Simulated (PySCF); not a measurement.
## MCs for M along the fifth-period p block

PBE0 with double-zeta basis sets in PySCF, for the lowest determinant that a PBE0 search found; no spin–orbit coupling. De refers to high-spin ground-configuration atoms. A positive dipole means M(−)Cs(+).

```tsv
M	basis	state (unpaired electrons)	Re (Å)	ωe (cm⁻¹)	De (eV)	μ (D)
Sn	def2-SVP	quartet (σ ↑, π ↑↑)	3.583	88.3	1.43	10.74
Sb	def2-SVP	triplet (π ↑↑)	3.665	92.5	1.14	9.99
Te	def2-SVP	doublet (π ↑)	3.497	107	2.27	11.41
I	def2-SVP	singlet (closed shell)	3.383	118	3.51	11.84
```

(1) By what factor does the harmonic wavenumber vary along the series?

The state changes along the series, so neighbouring rows are not always alike in their bonding.

Spin–orbit coupling is left out, which matters for elements this heavy, above all for dissociation energies. States were picked by a PBE0 search and need not be the measured ground states.

Results:

(1) At PBE0 it runs from 88.3 cm⁻¹ (CsSn) to 118 cm⁻¹ (CsI), a factor of 1.34.
